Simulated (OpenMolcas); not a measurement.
**C⁺: effect of the basis set**

```yaml
Program: OpenMolcas 26.06
Method: "MS-CASPT2, IPEA 0.25 Eh, imaginary shift 0.1 Eh (closed shells correlated: 1s)"
Active_space: 3 electrons in 4 orbitals (2s 2p)
State_averaging: 2S+1 = 4 odd, 1 root; 2S+1 = 2 odd, 11 roots; 2S+1 = 4 even, 3 roots; 2S+1 = 2 even, 9 roots
Spin-orbit_coupling: RASSI with atomic mean-field integrals over the reference wave functions, term energies averaged over their components
```

A. ANO-RCC-VDZP [3s2p1d], DKH2, point nucleus; CASPT2 step of the order of 1.2 core-seconds
B. ANO-L-VTZP [4s3p2d1f], non-relativistic, point nucleus; CASPT2 step roughly 1.7 core-seconds
C. ANO-RCC-VTZP [4s3p2d1f], DKH2, point nucleus; CASPT2 step roughly 2.1 core-seconds
D. ANO-R2 [4s4p2d1f], X2C, finite nucleus; CASPT2 step about 2.7 core-seconds
E. ANO-R3 [4s4p2d1f], X2C, finite nucleus; CASPT2 step roughly 2.2 core-seconds
F. ANO-RCC-VQZP [5s4p3d2f1g], DKH2, point nucleus; CASPT2 step of the order of 3 core-seconds

Energies in cm-1 above 2s2 2p 2P* 1/2, the measured ground level; measured values from NIST Handbook of Basic Atomic Spectroscopic Data.

| Level | A | B | C | D | E | F | Measured |
| --- | --- | --- | --- | --- | --- | --- | --- |
| 2s2 2p 2P* 1/2 | 0.0 | 0.0 | 0.0 | 0.0 | 0.0 | 0.0 | 0.0 |
| 2s2 2p 2P* 3/2 | 57.0 | 56.3 | 57.3 | 57.0 | 57.0 | 58.4 | 63.4 |
| 2s 2p2 4P 1/2 | 40690 | 41160 | 41340 | 41570 | 41570 | 41660 | 43003 |
| 2s 2p2 4P 3/2 | 40710 | 41180 | 41360 | 41590 | 41590 | 41680 | 43025 |
| 2s 2p2 4P 5/2 | 40750 | 41220 | 41400 | 41620 | 41620 | 41710 | 43054 |
| 2s 2p2 2D 3/2 | 76670 | 75590 | 75090 | 75280 | 75280 | 74690 | 74933 |
| 2s 2p2 2D 5/2 | 76670 | 75590 | 75090 | 75280 | 75280 | 74690 | 74930 |
| 2s 2p2 2S 1/2 | 99530 | 98200 | 97470 | 97560 | 97560 | 96740 | 96494 |
| 2s 2p2 2P 1/2 | 115090 | 113970 | 113200 | 113140 | 113140 | 112400 | 110624 |
| 2s 2p2 2P 3/2 | 115130 | 114010 | 113240 | 113180 | 113180 | 112440 | 110666 |
| 2p3 4S* 3/2 | 140740 | 141020 | 140860 | 141070 | 141070 | 140860 | 142027 |
| 2p3 2D* 3/2 | 154040 | 153090 | 152610 | 152880 | 152910 | 152070 | 150467 |
| 2p3 2D* 5/2 | 154040 | 153090 | 152610 | 152880 | 152910 | 152070 | 150462 |
| 2p3 2P* 1/2 | 176170 | 175060 | 174010 | 174160 | 174160 | 173190 | 168730 |
| 2p3 2P* 3/2 | 176170 | 175060 | 174010 | 174160 | 174160 | 173190 | 168748 |

Deviations, from unrounded energies. A percentage is the sum of absolute deviations over the sum of measured energies, with the sign that they share, or ± where signs differ.

```tsv
Against measurement	Levels	A	B	C	D	E	F
mean absolute deviation (cm-1)	14	3300	2400	2000	2000	2000	1500
fine structure of the ground term (%)	1	-10.1	-11.3	-9.6	-10.0	-10.0	-8.0
other configurations (%)	13	±3.3	±2.5	±2.0	±2.0	±2.0	±1.6
```

F lies closest to measurement on these levels and A furthest from it. The largest miss of F in the table is 2p3 2P* 1/2, by +4500 cm-1. The ranking rests on the paired levels alone, and a cruder setting can come out closer through cancelling errors.

Among A to F the level of the table that moves most is 2p3 2P* 3/2, by 3000 cm-1 (lowest in F, highest in A). Moves below CASPT2's spread within the term are not significant.

CASPT2 breaks the degeneracy within a term, and the mean is taken; among the terms shown or strongly mixed into the levels shown the widest spread is 1100 cm-1 (2p3 2D*, B). Computed and measured levels are paired by configuration, term and J; levels that our copy of the source lacks, or whose pairing is in doubt (as where it misses far off the trend of its configuration), stay unpaired and out of the deviations. Levels of configurations outside the active space are missing.

* marks odd parity.
